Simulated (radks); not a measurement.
Values are calculated unless marked as measured or tabulated.
Q: The mean radii <r> (bohr) of the occupied orbitals of an atom or ion are listed with their occupations. Level of theory: non-relativistic Kohn-Sham, exchange-only B88, spin-polarised, spherical densities, point nucleus (a radial shooting solver on a logarithmic mesh with Libxc functionals).

| orbital | occ. | <r> |
|---|---|---|
| 1s up | 1 | 0.09142 |
| 1s down | 1 | 0.09140 |
| 2s up | 1 | 0.4465 |
| 2s down | 1 | 0.4460 |
| 2p up | 3 | 0.4072 |
| 2p down | 3 | 0.4068 |
| 3s up | 1 | 1.443 |
| 3s down | 1 | 1.460 |
| 3p up | 3 | 1.593 |

Name the element and its charge. Open shells, if any, are filled with parallel spins first.

A: Z = 17, chlorine, charge +2: Cl2+ in [Ne] 3s2 3p3. The 1s radius gives Z: for a bare nucleus <r> = 1.5/Z, 0.08824 bohr for Z = 17, and screening makes it slightly larger (0.09142 here). The occupations add up to 15, and the charge is Z minus that.
